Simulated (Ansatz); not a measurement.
System: sum formula SnOCl (charge -1, singlet). 
Geometry from a B3LYP-D3(BJ)/def2-TZVP (Ansatz, a quantum-chemistry and plane-wave program) optimisation:
```xyz
3

Sn     0.3882     0.3364    -0.2518
O     -1.0548     1.3005    -0.9510
Cl    -0.6453    -1.6013     1.1880
```
Charge -1, spin multiplicity 1.

Parts of the frozen-core correlation energy in def2-QZVPP (Ansatz, hartree). Frozen orbitals: 15; correlated occupied orbitals by spin: 9 and 9; virtual: 185 and 185. Spin-orbit coupling is left out. Past Kr the def2 sets carry scalar-relativistic core potentials.

| term | value |
|---|---|
| reference (HF) | -747.85413 |
| MP2 opposite-spin | … |
| MP2 same-spin | … |
| CCSD correlation | -0.59570 |
| (T) | … |
| T1 diagnostic | 0.026 |
| largest doubles amplitude | 0.051 |

Question: Some entries are withheld; supply them.

Answer: 
- MP2 opposite-spin, value: -0.44605
- MP2 same-spin, value: -0.14974
- (T), value: -0.03380
